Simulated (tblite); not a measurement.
Compound: C6H12P (charge -1).
Atom-mapped SMILES: `[CH2:1]=[CH:2][P-:3][C:4]([CH3:5])([CH3:6])[CH3:7]` (hydrogens: H8, H9 on C1; H10 on C2; H11, H12, H13 on C5; H14, H15, H16 on C6; H17, H18, H19 on C7)

Structure used (GFN2-xTB), in Å, numbered top down from 1:
```
atom  x, y, z in Å
C1     3.3519    0.2837   -0.5323
C2     2.0204    0.1472   -0.3984
P3     1.1039    0.3520    1.0936
C4    -0.6688   -0.0055    0.4556
C5    -1.1094    1.0017   -0.6064
C6    -1.5856    0.1389    1.6707
C7    -0.8073   -1.4265   -0.0900
H8     3.9839    0.5398    0.3031
H9     3.8442    0.1425   -1.4869
H10    1.4524   -0.1137   -1.2892
H11   -0.4815    0.9317   -1.4923
H12   -2.1490    0.8243   -0.9031
H13   -1.0241    2.0132   -0.2130
H14   -1.2893   -0.5657    2.4456
H15   -2.6294   -0.0483    1.4000
H16   -1.5015    1.1431    2.0823
H17   -0.1711   -1.5719   -0.9607
H18   -0.5059   -2.1451    0.6703
H19   -1.8437   -1.6321   -0.3797
```

Computed with GFN2-xTB (tblite): harmonic, unscaled wavenumbers at the GFN2-xTB geometry, gas phase. Against measured fundamentals such values can be off by several per cent, at times by over 20. One conformer, not necessarily the lowest.

How many normal modes are there?

19 atoms, non-linear: 3N − 6 = 51.

What is the point group of the computed structure, and how do the modes divide by symmetry?

Cs. The vibrations span 30 a′ + 21 a″.

How many distinct wavenumbers does the calculation give?

51: Cs has no degenerate species.

How many fundamentals are allowed in the infrared by symmetry?

51 of 51: in Cs every mode is allowed. All fundamentals are allowed in the Raman spectrum.

What zero-point energy do the modes add up to?

½Σν̃ = 35138 cm⁻¹ = 420.3 kJ/mol (51 modes), 223.8 kJ/mol of it from above 1550 cm⁻¹.

How far is the lowest real mode excited at 200 K, as a harmonic oscillator?

θ = hcν̃/k = 99 K for 68.9 cm⁻¹, so N1/N0 = 0.61 and ⟨v⟩ = 1/(exp(θ/T) − 1) = 1.6.
